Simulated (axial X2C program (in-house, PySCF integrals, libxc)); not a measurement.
Results of a calculation; reference values are marked as such.
# BTe⁻: input and output of an EOM-EE-CCSD run

Program: an axial X2C code built on PySCF integrals.

Input and command:
```json
{"zs": [52, 5], "q": -1, "bas": ["dyall-acv3z", "dyall-av3z"], "r0": 2.06, "eom": "ee", "thr": -1.0, "nmax": 88}
```
```bash
python soeom.py task.json out
```

Keys: zs atomic numbers; q charge; bas basis sets; r0 starting distance in Å; eom kind of EOM run; thr threshold in hartree for freezing inner shells (an s shell follows its p shell); nmax most natural virtual spinors.

Output at R = 2.071 Å (near the PBE0 minimum at charge -1 of the determinant lowest at the starting distance; the state shown can have its own minimum elsewhere), reference BTe⁻:

```
two-component X2C + atomic mean field  HF
basis functions 198  fitting functions 1014  grid points 5078
iter        total energy     max residual
   1      -6811.997757652     2.12e+00
   2      -6812.759550360     2.75e-02
   3      -6812.762925054     3.84e-03
   4      -6812.763287892     1.33e-03
   5      -6812.763405685     9.57e-04
   6      -6812.763451356     4.25e-04
   7      -6812.763464670     2.31e-04
   8      -6812.763466193     6.06e-05
   9      -6812.763466383     1.86e-05
  10      -6812.763466408     1.06e-05
  11      -6812.763466412     5.09e-06
  12      -6812.763466413     1.81e-06
converged
one-electron -9490.45286884  Coulomb 2794.00081063  exact exchange -178.70068785  xc functional 0.00000000  nuclear repulsion 66.43460881  atomic mean-field constant -4.04532915
correlated 10  virtual 288  natural virtual 88  E(MP2) -0.226996970  MP2 remainder -0.023788402
iter   CCSD correlation   residual
   1     -0.215604412   1.64e-01
   2     -0.224489369   7.26e-02
   3     -0.227742239   3.36e-02
   4     -0.227934418   1.11e-02
   5     -0.228002404   4.42e-03
   6     -0.228018106   1.82e-03
   7     -0.228019477   6.72e-04
   8     -0.228025057   2.87e-04
   9     -0.228023977   1.49e-04
  10     -0.228024135   8.37e-05
  11     -0.228023286   5.35e-05
  12     -0.228023214   3.33e-05
  13     -0.228022996   1.83e-05
  14     -0.228023052   8.41e-06
  15     -0.228023030   3.62e-06
  16     -0.228023041   1.75e-06
(T) -0.013710495  T1 0.0407  D1 0.0570  max T2 0.047
EOM-EE-CCSD roots
2*Omega      energy/Eh   energy/eV  one-particle weight
    0       0.07492769      2.0389      0.946
    0       0.07525993      2.0479      0.946
    0       0.11721624      3.1896      0.900
    0       0.11879746      3.2326      0.920
    0       0.11946259      3.2507      0.890
    2       0.07637722      2.0783      0.945
    2       0.11359842      3.0912      0.925
    2       0.11751041      3.1976      0.897
    2       0.11918471      3.2432      0.920
    4       0.07799165      2.1223      0.945
    4       0.12639064      3.4393      0.901
    4       0.12945868      3.5228      0.922
    6       0.12625075      3.4355      0.930
```
T1 in the output is the amplitude norm over the root of the electron number; divide by √2 for the Lee–Taylor value.

Reference electrons by ω block (each with its −ω partner): 1/2: 19, 3/2: 8, 5/2: 2. Root energies count from the CCSD energy of the reference. The reference has large amplitudes (orbital relaxation or multireference character). For an anion, roots above electron detachment are held by the basis set. All roots sought are printed; those with a small one-particle weight need a further excitation, are placed far too high, and may in truth lie low or lowest. Inner shells are frozen, and levels at this size can be off by some tenths of an eV.
